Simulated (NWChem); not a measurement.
Species: SiH3Br; SMILES [SiH3]Br

Computed with NWChem. Geometry: optimised at PBE0/def2-SVP. Vertical excitations in the gas phase; the lowest state need not have the same character in each row.

For level Hartree-Fock/def2-SVPD, TDHF:

```
Property                                  Result
----------------------------------------  ------
lowest excitation, singlet (eV)             7.74
oscillator strength of that lowest state   0.026
orbital gap (eV)                           13.52
```

Question: How do the values read with level PBE/def2-SVPD, full TDDFT instead?

Answer: The lowest excitation, singlet (eV) is 5.98, the oscillator strength of that lowest state is 0.016 and the orbital gap (eV) comes out as 5.82.
